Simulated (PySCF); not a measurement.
Run record: geometry optimisation, `[SiH3][AsH][SiH3]`.

Method: PBE0-D3(BJ)/def2-SVP geometry optimisation, gas phase (PySCF 2.14.0). Start geometry: GFN2-xTB. The input is one job of a driver script: a line of settings, then coordinates in Å.

Input:
```
{"job": {"xc": "PBE0", "basis": "def2-SVP", "d3": "d3bj", "grid": 1, "kind": "geom"}, "charge": 0, "multiplicity": 1}
Si     1.765440     0.286430     0.089580
As     0.019560    -0.124450    -1.392080
Si    -1.785070     0.028610     0.068240
H      2.315870    -0.929350     0.700250
H      1.364790     1.183470     1.182600
H      2.868730     0.946240    -0.622320
H      0.134830    -1.618040    -1.240330
H     -2.371420    -1.278220     0.385470
H     -2.839120     0.837180    -0.562050
H     -1.455850     0.677440     1.345600
```

Output:
```
step   0  E = -2818.09012756  max force = 0.015579
step   1  E = -2818.09322855  max force = 0.004311
step   2  E = -2818.09350807  max force = 0.001319
step   3  E = -2818.09372123  max force = 0.001964
step   4  E = -2818.09399955  max force = 0.004879
step   5  E = -2818.09443948  max force = 0.011004
step   6  E = -2818.09491865  max force = 0.006690
step   7  E = -2818.09544877  max force = 0.003173
step   8  E = -2818.09574965  max force = 0.001055
step   9  E = -2818.09578552  max force = 0.000598
step  10  E = -2818.09579530  max force = 0.000145
optimisation converged
```

Energies in Eh; «max force» is the largest Cartesian gradient component in Eh/bohr.

Give the first gradient maximum in eV/Å.

With 1 Eh/bohr = 51.422 eV/Å, 0.801 eV/Å.

Summary of the converged run: final energy -2818.09580 Eh after 10 steps; dipole 0.54 D.

Give the final coordinates.

0.502 Å rms from the input after alignment:
```
atom  x, y, z in Å
Si1    1.6890    0.3753    0.0484
As2   -0.0763    0.1361   -1.5136
Si3   -1.7136   -0.0926    0.2024
H4     1.6621   -0.6608    1.1256
H5     1.5479    1.7255    0.6725
H6     2.9978    0.3007   -0.6686
H7     0.1354   -1.3709   -1.6167
H8    -2.1813   -1.5083    0.2858
H9    -2.8781    0.7872   -0.1140
H10   -1.1650    0.3173    1.5330
```

How long does this job take on one thread, Arm Neoverse V1, on a shared host?

About 51 s.
Labels such as C1 count atoms from 1, the log's own numbers from 0.
